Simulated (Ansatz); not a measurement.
The inner images of a band of BGeH7OSi (11 atoms, charge 0, multiplicity 1) are given out of order.

Computed with Ansatz 0.2.0, RKS PBE-D4/def2-SVP.

Image 0:

```xyz
11
Properties=species:S:1:pos:R:3
O -0.545 2.061 -0.319
Si 0.596 1.375 0.725
B 0.770 -0.616 0.519
Ge -0.526 -1.581 -0.761
H -1.410 1.613 -0.318
H 0.271 1.648 2.184
H 1.886 2.084 0.409
H 1.636 -1.241 1.101
H -1.933 -0.911 -0.784
H 0.050 -1.385 -2.197
H -0.728 -3.104 -0.539
```

Image 6:

```xyz
11
Properties=species:S:1:pos:R:3
O -0.348 1.947 -0.683
Si 0.504 1.296 0.641
B 0.452 -0.712 0.635
Ge -0.047 -1.581 -1.063
H -1.315 1.884 -0.593
H -0.026 1.882 1.935
H 1.913 1.797 0.467
H 1.038 -1.430 1.423
H -0.833 -1.107 0.568
H -1.020 -0.909 -2.083
H -0.254 -3.126 -1.226
```

Put them in order from the first end to the last, with their energies above the first end.
A.
```xyz
11
Properties=species:S:1:pos:R:3
O -0.342 1.996 -0.644
Si 0.565 1.344 0.633
B 0.661 -0.664 0.595
Ge -0.257 -1.608 -0.900
H -1.298 1.832 -0.572
H 0.077 1.883 1.961
H 1.969 1.851 0.419
H 1.069 -1.346 1.516
H -1.341 -1.330 0.275
H -0.796 -0.873 -2.148
H -0.242 -3.141 -1.113
```
B.
```xyz
11
Properties=species:S:1:pos:R:3
O -0.368 1.996 -0.644
Si 0.539 1.334 0.631
B 0.572 -0.679 0.599
Ge -0.167 -1.613 -0.967
H -1.323 1.830 -0.562
H 0.070 1.886 1.961
H 1.943 1.837 0.408
H 1.029 -1.364 1.494
H -1.125 -1.250 0.368
H -0.847 -0.882 -2.146
H -0.256 -3.151 -1.121
```
C.
```xyz
11
Properties=species:S:1:pos:R:3
O -0.434 2.054 -0.451
Si 0.611 1.363 0.687
B 0.719 -0.642 0.589
Ge -0.502 -1.608 -0.762
H -1.357 1.753 -0.393
H 0.233 1.757 2.104
H 1.958 1.968 0.389
H 1.476 -1.261 1.314
H -1.980 -1.206 -0.461
H -0.222 -1.076 -2.196
H -0.437 -3.158 -0.799
```
D.
```xyz
11
Properties=species:S:1:pos:R:3
O -0.313 2.064 -0.574
Si 0.627 1.372 0.652
B 0.677 -0.637 0.620
Ge -0.474 -1.622 -0.769
H -1.260 1.844 -0.541
H 0.174 1.840 2.022
H 2.018 1.902 0.418
H 1.299 -1.265 1.457
H -1.891 -1.540 -0.106
H -0.608 -0.891 -2.131
H -0.183 -3.124 -1.028
```
E.
```xyz
11
Properties=species:S:1:pos:R:3
O -0.387 1.999 -0.637
Si 0.519 1.317 0.632
B 0.456 -0.697 0.613
Ge -0.074 -1.612 -1.037
H -1.341 1.827 -0.549
H 0.069 1.879 1.967
H 1.923 1.818 0.401
H 0.996 -1.380 1.464
H -0.928 -1.161 0.457
H -0.895 -0.895 -2.144
H -0.272 -3.152 -1.145
```

C (+0.010 eV), D (+0.028 eV), A (+0.145 eV), B (+0.071 eV), E (-0.171 eV).

The run took 2.1 min on 2 threads of Arm Neoverse V1, on a shared host, peak memory 0.15 GiB.
